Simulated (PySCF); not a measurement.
## Assignment exercise: C5H5OP

Structure with atom numbers: `[CH2:1]=[CH:2][c:3]1[cH:4][o:5][cH:6][p:7]1`; H(Xn) means a hydrogen on atom n. Ha(C1) is cis to C3; Hb(C1) is trans to C3.

A single conformation, no relativistic terms, no solvent. PBE0/pcSseg-1 with gauge-including orbitals; structure optimised with GFN2-xTB; PySCF.

Scale: 13C (186.93 ppm) and 1H (31.72 ppm) vs TMS (reference shieldings calculated alike).

Q: Assign these signals to the numbered atoms. 13C{1H} NMR (computed): δ 189.8 (CH), 153.4 (CH), 151.7 (C), 136.3 (CH), 122.8 (CH2).

A: 
```tsv
δ (ppm)	atoms	environment	reason
189.8	C6	aromatic CH next to the ring oxygen	–
153.4	C4	aromatic CH next to the ring oxygen	–
151.7	C3	substituted aromatic carbon	–
136.3	C2	alkene CH	an sp2 carbon of a C=C bond
122.8	C1	terminal =CH2 carbon	the olefinic region
```

C4 and C3 lie closer than the usual error of such a calculation, so a measured spectrum could show them in the other order.

Q: Assign these signals to the numbered atoms. 1H NMR (600 MHz, computed): δ 8.86 (m, 1H), 8.05 (m, 1H), 7.02 (m, 1H), 6.54 (m, 1H), 5.57 (m, 1H).

A: 
8.86 → H(C6), hydrogen on an aromatic CH next to the ring oxygen: it sits in the deshielding region of the aromatic ring current
8.05 → H(C4), hydrogen on an aromatic CH next to the ring oxygen
7.02 → H(C2), hydrogen on an alkene CH: olefinic region
6.54 → Ha(C1), hydrogen on a terminal =CH2 carbon: olefinic region
5.57 → Hb(C1), hydrogen on a terminal =CH2 carbon

Splittings by 31P in the carbon and heteronuclear signals aren't shown, as no couplings were computed. Shifts are as computed. Against solution values, carbons near 30 ppm lie about +3 ppm off and those near 130 ppm about +5 ppm. Of 1211 compounds with measured shifts, 218 miss one by over three times the rms of a fit or turn the order of signals round; such compounds aren't used in these exercises. Multiplicities follow the n + 1 count of equivalent neighbours, as no J values were calculated; m marks all less simple cases, F and P coupling included.
